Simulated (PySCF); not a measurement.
# UHF on Ne (neon, neutral)

Configuration: [Ne], closed-shell 1S. Computed with PySCF 2.14 in aug-cc-pVQZ-DK (6s5p4d3f2g, 80 functions), with scalar relativity by spin-free X2C-1e.

| Item | Value |
| --- | --- |
| Total energy | -128.680956 hartree |
| One-electron energy | -182.7617 hartree |
| Hartree (Coulomb) energy | 66.2083 hartree |
| Exchange energy | -12.1275 hartree |
| ⟨S²⟩ | 0.0000 |
| ⟨L²⟩ | 0.000 |
| Sum of ⟨r⟩ | 7.890 bohr |
| Sum of ⟨r²⟩ | 9.379 bohr² |
| Langevin diamagnetic susceptibility | -7.43 ×10⁻⁶ cm³/mol |

```json
{"shell": "1s", "electrons": "2", "mean orbital energy (hartree)": "-32.81372", "rms radius, mean of both spins (bohr)": "0.183"}
{"shell": "2s", "electrons": "2", "mean orbital energy (hartree)": "-1.93641", "rms radius, mean of both spins (bohr)": "0.982"}
{"shell": "2p", "electrons": "6", "mean orbital energy (hartree)": "-0.85003", "rms radius, mean of both spins (bohr)": "1.11"}
```

Spin-orbit constants ζ (cm⁻¹) from the X2C one-electron operator on these orbitals: bare nucleus, nucleus screened by l(l+1)(2l+1)/3 electrons, and screened by the Breit-Pauli mean field of the electrons.

```tsv
shell	bare	screened nucleus	mean field
2p	631.5	505.2	446.5
```
